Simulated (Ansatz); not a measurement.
`[GaH2][AsH2]` + `S[S][GeH3]` → `[GeH3][S]S[AsH2]` + `[GaH3]`  (cleavage of the As–Ga bond)

Computed with Ansatz on PBE0-D4/def2-TZVP structures; ΔE is electronic, products minus reactants. CCSD(T)/CBS adds triple-zeta CCSD(T) − MP2 to the extrapolated MP2 energy (def2 sets, frozen cores). Functionals use def2-TZVPP. HSE06 is defined as in plane-wave codes. For As, Ga, Ge outer-core shells are correlated without core-valence functions, which leaves a few kJ/mol of doubt a bond. Scalar relativity is left out up to krypton. One conformer a species, not always the lowest.

```
           level  ΔE (eV)
        HSE06-D4     0.45
    CAM-B3LYP-D4     0.43
            BLYP     0.44
            PBE0     0.49
         r2SCAN0     0.50
   CCSD/def2-SVP     0.52
CCSD(T)/def2-SVP     0.50
   HF/def2-QZVPP     0.50
```

Question: What does CCSD(T)/CBS give? (Best estimate.)

Answer: Ansatz gave: +0.47 eV. The listed levels differ from it by -0.02, -0.04, -0.03, 0.02, 0.03, 0.05, 0.03, 0.03 eV.

Largest T1 diagnostic among the species: 0.013.

From r2SCAN to r2SCAN0 (25 % exact exchange), in def2-TZVPP and without D4, ΔE moves by +0.04 eV. The D4 term adds −0.09 eV with B3LYP and −0.05 eV with PBE0; it sums over pairs of atoms, weighted by their polarisabilities, and B3LYP, whose exchange is more repulsive, gets the larger term.

B3LYP here is the variant with VWN-RPA as its local correlation; programs differ in this.
